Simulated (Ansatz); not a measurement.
Saddle point of Si$_{4}$H$_{10}$ClF, singlet (Si₄H₉F ([F][Si]([SiH3])([SiH3])[SiH3]) + HCl → Si₃H₆ClF ([F][Si]([SiH3])([SiH3])[Cl]) + SiH₄; bonds formed: Si1–Cl7, Si2–H6; bonds broken: Si1–Si2, H6–Cl7), PBE0-D4/def2-TZVP structure:

```xyz
16
angstrom
Si 0.1191 0.5331 0.0432
Si 1.7465 -1.4377 -0.4039
Si -1.1501 1.0748 -1.8383
Si -0.5778 0.6141 2.2683
F 1.5237 1.3586 -0.0600
H 0.0355 -1.2032 -0.1399
Cl -1.6624 -1.4540 0.0684
H 2.6280 -1.1827 0.7560
H 2.2903 -0.9086 -1.6743
H 1.4045 -2.8750 -0.5188
H -1.0435 -0.0333 -2.8189
H -0.6169 2.3229 -2.4519
H -2.5543 1.2843 -1.4139
H 0.1431 1.7112 2.9722
H -2.0364 0.8742 2.2944
H -0.2493 -0.6786 2.9174
```

Energies are electronic, without zero-point energy. Barriers and step energies count from the start structure reached by relaxing down the imaginary mode; all methods use the PBE0-D4 structures, on which another method's saddle can fall below an end. Computed with Ansatz 0.2.0 (basis: def2-TZVPP, with def2-QZVPP for the basis limit); correlated methods freeze the cores. B3LYP uses VWN-RPA correlation. Extrapolation: Hartree–Fock as exp(−7.88 √X), correlation as X^−2.97.

```
      method  barrier (eV)  step energy (eV)
       SPW92         0.613            -0.789
      PBE-D4         0.856            -0.869
     BLYP-D4         0.988            -0.998
   r2SCAN-D4         0.947            -1.021
      B97M-V         1.175            -0.988
     PBE0-D4         1.035            -0.931
    B3LYP-D4         1.128            -1.038
  r2SCAN0-D4         1.078            -1.044
    BHLYP-D4         1.327            -1.106
CAM-B3LYP-D4         1.229            -1.098
     wB97X-V             ?            -1.049
     wB97M-V         1.128            -1.080
      B2PLYP         1.189            -1.157
    PBE-QIDH         1.144            -1.058
  RPA on PBE             ?            -1.056
          HF         1.825            -1.415
         MP2             ?            -1.110
        CCSD         1.405            -1.087
     CCSD(T)         1.280            -1.042
```

Task: Fill in the withheld barriers. (To be estimated.)

Result: By the calculation: RPA on PBE 1.283; MP2 1.148; wB97X-V 1.246 eV. Each is the energy of the saddle less that of the start structure, by the same method.

For comparison, the barrier by CCSD(T) at an estimated basis limit (MP2 extrapolated from triple and quadruple zeta, plus CCSD(T) − MP2 in triple zeta) is 1.184 eV.

The T1 diagnostic stays at or below 0.015. The end structure is not quite a true minimum (one mode of 26i cm⁻¹).

Labels in which every atom is bracketed show which atoms are joined, not bond orders.

For scale, one of the runs: CCSD(T)/def2-TZVPP, 381 basis functions, launched by `ansatz run in.yaml --threads 4 --pin off --events-out ev --progress --plain --max-ram 66560MiB --backend cuda --devices 0, --max-vram 37GiB`. Time: 15 s of wall clock on 4 CPU threads of an AMD EPYC 7R13 and a share of one NVIDIA H100; the host was shared. Peak host memory: 0.92 GiB.
